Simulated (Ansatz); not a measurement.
Geometry optimisation, RKS PBE0/def2-SVP (Ansatz).

input.yaml

```yaml
crystal:
  periodic: [false, false, false]
  atoms:
    - { symbol: Ga, position_ang: [0.0, 0.0, 0.0] }
    - { symbol: H, position_ang: [0.0, 0.0, 1.92] }
    - { symbol: O, position_ang: [1.5501, 0.0, -0.895] }
    - { symbol: H, position_ang: [1.85, -0.9519, -1.0499] }
    - { symbol: O, position_ang: [-1.5501, 0.0, -0.895] }
    - { symbol: H, position_ang: [-2.0598, -0.8467, -0.6865] }
    - { symbol: Cl, position_ang: [0.1138, 2.4077, 0.8009] }
    - { symbol: H, position_ang: [0.0466, 0.985, 1.9581] }
basis:
  gaussian: { orbitals: def2-SVP }
hamiltonian:
  xc: pbe0
relax:
  f_tol: 0.15
  max_steps: 25
  restrain:
    - { distance: [0, 6], at: 3.44, k: 30.0 }
    - { distance: [7, 1], at: 1.86, k: 30.0 }
    - { distance: [0, 1], at: 1.57, k: 30.0 }
    - { distance: [7, 6], at: 1.37, k: 30.0 }
```

Command:

```bash
$ ansatz run input.yaml --threads 2 --pin off --max-ram 3072MiB --backend cpu --events-out ev --progress --plain --runs-dir out
```

**Question.** Where does it end, and by what steps?

**Answer.** It converged. The restraints hold the end off the free minimum; the threshold counts their pulls, which the force column leaves out. Restrained pairs: Ga1–Cl7 (2.54 → 3.44 Å), H2–H8 (0.99 → 1.86 Å), Ga1–H2 (1.92 → 1.57 Å), Cl7–H8 (1.84 → 1.33 Å). After 9 steps the energy has fallen by 1.178 eV (the restraints' own energy left out); H4 moved furthest, 0.65 Å.

```tsv
step	energy less start (eV)	largest force component (eV/Å)	accepted
0	0.0000	2.918	yes
1	0.1480	2.275	yes
2	-0.2762	2.541	yes
3	-0.6221	2.001	yes
4	-0.8278	1.542	yes
5	-0.9907	1.228	yes
6	-1.0508	1.124	yes
7	-1.1236	1.150	yes
8	-1.1740	1.078	yes
9	-1.1776	1.069	yes
```

```xyz
8
Properties=species:S:1:pos:R:3
Ga -0.012 -0.396 -0.116
H 0.089 -0.339 1.451
O 1.399 -0.544 -1.179
H 2.248 -0.551 -0.728
O -1.546 -0.440 -1.004
H -2.333 -0.335 -0.460
Cl 0.024 2.717 1.344
H 0.082 1.481 1.844
```

The run took 32 s on 2 threads of Arm Neoverse V1 (shared host), peak memory 0.22 GiB.
